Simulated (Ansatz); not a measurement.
```yaml
crystal:
  periodic: [false, false, false]
  atoms:
    - {symbol: Li, position_ang: [0.155976, 1.585231, -1.391936]}
    - {symbol: Br, position_ang: [0.105976, 1.285231, -1.441936]}
    - {symbol: Li, position_ang: [-0.794389, -0.783789, -0.756995]}
    - {symbol: Br, position_ang: [-0.106886, -1.284694, 1.442341]}
basis:
  gaussian: {orbitals: def2-mTZVPP}
hamiltonian: {xc: {name: B2PLYP}}
scf: {omitted_lower_state_checks: [starts]}
output: {forces: true}
```

```sh
$ ansatz run in.yaml --threads 4 --pin off --events-out ev --progress --plain --max-ram 3916MiB
```

It prints (some lines left out):

```
Functional definition: B2PLYP
943 factors; integrals over basis functions are off by at most 3.4e-4 eV
mean field evaluation 1: about -139591.8722 eV, gradient 6.6e1 eV
mean field evaluation 2: about -139591.6607 eV, gradient 6.6e1 eV
mean field evaluation 4: about -139597.0108 eV, gradient 9.4e0 eV
mean field evaluation 8: about -139597.3495 eV, gradient 1.3e0 eV
mean field evaluation 16: about -139597.4995 eV, gradient 4.9e-2 eV
mean field -139597.49953309 eV, -5130.1134852572 hartree, gradient 6.4e-6 eV, S^2 0.000000; 0 other end points of the search recorded, 0 dependent functions left out; unrestricted orbitals would lower it
18 core orbitals not correlated: weight in the atoms' cores, before any rotation towards them, 0.844 or more for the frozen orbitals, at most 0.200 for the correlated occupied ones
reference -139597.49967475 eV, -5130.1134904634 hartree; 20, 20 occupied and 56, 56 virtual orbitals, 943 factors
second order -16.23514751 eV of doubles, -0.00000000 eV of singles
mean field evaluation 32: about -139597.4995 eV, gradient 6.4e-6 eV
Total energy: -139601.88316458 eV, -5130.2745807434 hartree
Atom 0 at     0.155976     1.585231    -1.391936 Å, force   992.715472  5951.255963   990.391750 eV/Å
Atom 1 at     0.105976     1.285231    -1.441936 Å, force  -992.122358 -5949.739503  -990.553667 eV/Å
Atom 2 at    -0.794389    -0.783789    -0.756995 Å, force    -0.343651    -1.863502     1.169807 eV/Å
Atom 3 at    -0.106886    -1.284694     1.442341 Å, force    -0.249462     0.347042    -1.007890 eV/Å
Dipole moment:    -0.372322     0.254509    -1.385309 e Å
Checks for a lower state left out: starts
```

In this input one atom was put on top of another. Self-consistency was reached. The result belongs to that input, not to the species as meant.

Correlated methods freeze 18 core orbitals; core or outer-core shells of Li, Br are correlated, in sets that lack core-valence functions. The restricted singlet is unstable: a solution with broken spin symmetry lies lower.
